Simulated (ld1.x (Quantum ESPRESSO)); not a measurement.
## Tb (Z = 65): variants of one ultrasoft potential

Base potential:

```json
{
 "Element": "Tb",
 "Generator": "ld1.x (Quantum ESPRESSO) 7.5",
 "Type": "ultrasoft",
 "Functional": "PBE",
 "Relativity": "fully relativistic",
 "Frozen core": "[Kr] 4d10",
 "Valence charge": "19",
 "Reference configuration": "4f9 5s2 5p6 5d0 6s0 6p0 (charge +2)",
 "Partial waves": "5s (bound): rcut 1.80, rcutus 2.30 bohr; 6s (bound, empty): rcut 1.80, rcutus 2.30 bohr; 5p (bound): rcut 2.10, rcutus 2.30 bohr; 6p (bound, empty): rcut 2.10, rcutus 2.30 bohr; 5d (bound, empty): rcut 1.90, rcutus 2.30 bohr; 5d channel at 1.65 Ry: rcut 1.90, rcutus 2.30 bohr; 4f (bound): rcut 1.15, rcutus 1.45 bohr; 4f channel at -0.6 Ry: rcut 1.15, rcutus 1.45 bohr",
 "Local potential": "all-electron potential smoothed inside 1.85 bohr (lloc = -1)",
 "Core correction": "none",
 "Augmentation charge": "PSQ, radius 1.00 bohr"
}
```

Open shells are filled in proportion to 2j + 1 (rel_dist='average').

Cutoffs, loose and tight: the cutoffs (Ry, on a coarse ladder) from which the occupation-weighted sum of valence levels, in a spherical-Bessel basis at the reference potential, stays within 10 and 1 mRy of its value at 400 Ry. They do not see the model core or the augmentation charge, which bear on the density cutoff. Test errors are all-electron minus pseudo excitation energies from the reference, over the configurations 4f9 5s2 5p6 5d0 6s2 6p0; 4f9 5s2 5p6 5d0 6s1 6p0; 4f8 5s2 5p6 5d0 6s0 6p0; 4f9 5s1 5p6 5d0 6s2 6p0; 4f8 5s2 5p6 5d0 6s2 6p0; 4f10 5s2 5p6 5d0 6s0 6p0; 4f9 5s2 5p6 5d1 6s0 6p0. A dash means not determined; rows that change the core or the reference have their own tests. The largest error is taken over the tests solved by every variant that gives reliable tests at all: 4f9 5s1 5p6 5d0 6s2 6p0; 4f9 5s2 5p6 5d0 6s1 6p0; 4f9 5s2 5p6 5d0 6s2 6p0.

Cutoffs are not given where the Bessel-basis levels miss the radial ones by over 6 mRy, ghosts where they miss by over 20 mRy; a channel whose overlap is not positive is not tested.

A file whose overlap is not positive is unfit for use, and its test errors describe a broken file.

```tsv
change	outcome	cutoff, loose	cutoff, tight	bound ghosts	largest test error (meV)
base	generated, overlap not positive	–	–	not determined (overlap not positive)	+14
local potential all-electron potential smoothed inside 0.94 bohr (lloc = -1)	generated, overlap not positive	–	–	not determined (overlap not positive)	-19
local potential all-electron potential smoothed inside 1.64 bohr (lloc = -1)	generated, overlap not positive	–	–	not determined (overlap not positive)	+15
local potential all-electron potential smoothed inside 1.88 bohr (lloc = -1)	generated, overlap not positive	–	–	not determined (overlap not positive)	+14
local potential all-electron potential smoothed inside 2.08 bohr (lloc = -1)	generated, overlap not positive	–	–	not determined (overlap not positive)	+16
local potential all-electron potential smoothed inside 2.44 bohr (lloc = -1)	generated	80 Ry	140 Ry	none	+11
local potential all-electron potential smoothed inside 2.64 bohr (lloc = -1)	generated, overlap not positive	–	–	not determined (overlap not positive)	+26
```

(1) What comes out with this change to the base: local potential all-electron potential smoothed inside 1.48 bohr (lloc = -1)?

(2) What comes out with this change to the base: local potential all-electron potential smoothed inside 1.10 bohr (lloc = -1)?

## Answers

(1) outcome: generated, overlap not positive; bound ghosts: not determined (overlap not positive); largest test error (meV): +21. A file whose overlap is not positive is unfit for use, and its test errors describe a broken file.

(2) outcome: generated, overlap not positive; bound ghosts: not determined (overlap not positive); largest test error (meV): +55. A file whose overlap is not positive is unfit for use, and its test errors describe a broken file.
